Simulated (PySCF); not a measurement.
SnHI3, SMILES [I][SnH]([I])[I].

The structure is a stationary point at B3LYP-D3(BJ)/def2-SVP. The structure was generated by enumeration; whether it is a known compound was not checked. The def2 effective core potentials stand for the cores of I, Sn; spin–orbit coupling is left out.

Level of theory: PBE/def2-TZVP (PySCF).

Gas-phase values at a fixed geometry.

### Question
Estimate the frontier levels, gap, dipole moment and polarisability. (The exact figures need the calculation; the answer reports its results.)

### Answer

highest occupied level: -6.66 eV
lowest empty level: -3.92 eV
orbital gap: 2.73 eV
dipole moment: 0.94 D
quadrupole, principal values (traceless, Buckingham form, about the centre of nuclear charge): -0.61, -0.60, 1.21 D·Å
mean static polarisability: 148.8 bohr³ (22.05 Å³)
polarisability, principal values: 109.0, 168.7, 168.7 bohr³
